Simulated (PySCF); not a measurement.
A structure optimised at PBE-D3(BJ)/def2-SVPD, used in a PySCF frequency run:

```
I
I 1 2.9973
I 1 2.9973 2 180.00
```
Charge -1, spin multiplicity 1.

Q: Write its SMILES, formula and point group.

A: I[I-]I, I3, D∞h

Q: What are its rotational constants (standard atomic weights)?

A: 0.22164 GHz (linear rotor, B only)
